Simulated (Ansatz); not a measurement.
Computed with Ansatz on PBE0-D4/def2-TZVP structures; ΔE is electronic, products minus reactants. CBS: MP2 limit from def2 TZ/QZ plus the TZ coupled-cluster correction, frozen cores. This one scheme is used for every species. Functionals use def2-TZVPP. For Se outer-core shells are correlated without core-valence functions, which leaves a few kJ/mol of doubt a bond. Scalar relativity is left out up to krypton. One conformer a species, not always the lowest.

Reaction (ligand exchange at a B–O bond): `O[BH][AlH2]` + `C[SeH]` → `C[Se][BH][AlH2]` + H₂O

(1) Is it downhill or uphill in electronic energy at CCSD(T)/CBS, and by how much? (An estimate is asked.)

(2) What do these levels give: PBE-D4, r2SCAN-D4, PBE0-D4, ωB97X-V, PBE, r2SCAN, HF/def2-TZVPP, SCS-MP2/def2-TZVPP, CCSD/def2-TZVPP, MP2/def2-QZVPP, HF/CBS(def2), MP2/CBS(def2)? (Best estimate.)

Largest T1 diagnostic among the species: 0.014.

## Answers

(1) The calculation gave: Uphill: ΔE = +2.9 kcal/mol.

(2) The calculation gave: PBE-D4 2.9, r2SCAN-D4 3.7, PBE0-D4 3.5, ωB97X-V 6.7, PBE 4.4, r2SCAN 4.0, HF/def2-TZVPP 11.5, SCS-MP2/def2-TZVPP 5.3, CCSD/def2-TZVPP 5.6, MP2/def2-QZVPP 2.1, HF/CBS(def2) 11.7, MP2/CBS(def2) 1.5 kcal/mol.

In def2-TZVPP, CCSD(T) changes the Hartree–Fock value by −7.3 kcal/mol (the triples alone add −1.3 kcal/mol) and MP2 by −8.7 kcal/mol. The D4 term adds −2.4 kcal/mol with B3LYP and −1.3 kcal/mol with PBE0; it sums over pairs of atoms, weighted by their polarisabilities, and B3LYP, whose exchange is more repulsive, gets the larger term.

B3LYP here is the variant with VWN-RPA as its local correlation; programs differ in this.
